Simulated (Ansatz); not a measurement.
The first iterations of a band of C3H10GeS (15 atoms, charge 0, multiplicity 1).

All numbers below come from RKS B3LYP/def2-SVP in Ansatz.

```yaml
movable_images: 5
climbing_image: yes
spring: 5.0 eV/Å²
optimiser: quadratic models (default)
start_path: through a guess of the saddle point
force_threshold: 0.05 eV/Å
iteration_limit: 36
end_points: relaxed
```

First end point:

```xyz
15
Properties=species:S:1:pos:R:3
C -1.790 -0.463 -0.588
C -0.304 -0.802 -0.735
C 0.555 -0.443 0.488
S 2.250 -1.173 0.400
Ge 0.724 1.498 0.910
H -1.963 0.618 -0.470
H -2.231 -0.967 0.289
H -2.353 -0.793 -1.476
H 0.107 -0.299 -1.628
H -0.189 -1.884 -0.923
H 0.131 -0.923 1.387
H 2.682 -0.453 -0.662
H -0.648 2.203 1.041
H 1.494 1.661 2.234
H 1.514 2.169 -0.238
```

Last end point:

```xyz
15
Properties=species:S:1:pos:R:3
C -1.713 -0.408 -0.813
C -0.242 -0.828 -0.728
C 0.456 -0.440 0.584
S 2.102 -1.257 0.779
Ge 0.673 1.511 0.925
H -1.838 0.686 -0.784
H -2.299 -0.831 0.021
H -2.165 -0.767 -1.751
H 0.318 -0.400 -1.579
H -0.165 -1.923 -0.842
H -0.116 -0.844 1.437
H 2.719 -0.625 -0.248
H 1.259 1.714 2.336
H 1.653 2.074 -0.131
H -0.663 2.289 0.823
```

| iteration | highest image above the first end (eV) | largest band force component (eV/Å) |
| --- | --- | --- |
| 1 | 0.935 | 3.644 |
| 2 | 0.150 | 1.029 |

Task: Does the band converge within its limit, and where does its top end?

Result: The forces met the threshold. It ended after 5 iterations with the highest image 0.076 eV above the first end. A vibrational analysis at the climbing image gives one clearly imaginary mode, 121i cm⁻¹: a first-order saddle point.

Time of the run: 2.9 min on 2 threads of Intel(R) Xeon(R) Platinum 8488C (Sapphire Rapids), on a shared host, peak memory 0.46 GiB.
